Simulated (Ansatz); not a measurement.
`SB1N[SiH2]1`, relaxed with RKS PBE0-D4/def2-TZVP in Ansatz from a PBE-D4/def2-SVP geometry. The force threshold is 0.005 eV/Å; the program also tests the step.

The species carries charge 0 and has multiplicity 1.

Start:

```xyz
8

S     0.694   -1.805   -1.568
B     0.103   -0.540   -0.442
N     0.552    0.561    0.290
Si   -1.200    0.426    0.636
H     2.001   -1.405   -1.595
H     1.425    1.070    0.458
H    -2.035    1.580    0.153
H    -1.539    0.113    2.068
```

```
step  energy (eV)  largest force (eV/Å)  largest move (Å)
   1  -20937.0209                 0.643             0.000
   2  -20937.0539                 0.368             0.020
   3  -20937.0628                 0.076             0.014
   4  -20937.0630                 0.090             0.011
   5  -20937.0632                 0.019             0.005
   6  -20937.0632                 0.008             0.002
   7  -20937.0632                 0.002             0.001
```

End:

```xyz
8

S     0.695   -1.786   -1.552
B     0.092   -0.536   -0.436
N     0.538    0.558    0.290
Si   -1.173    0.435    0.637
H     1.983   -1.392   -1.581
H     1.403    1.051    0.446
H    -2.012    1.561    0.153
H    -1.526    0.109    2.042
```

It took 20 s on 2 threads of an Intel Xeon Platinum 8488C on a shared host, with 0.36 GiB of host memory at the peak.
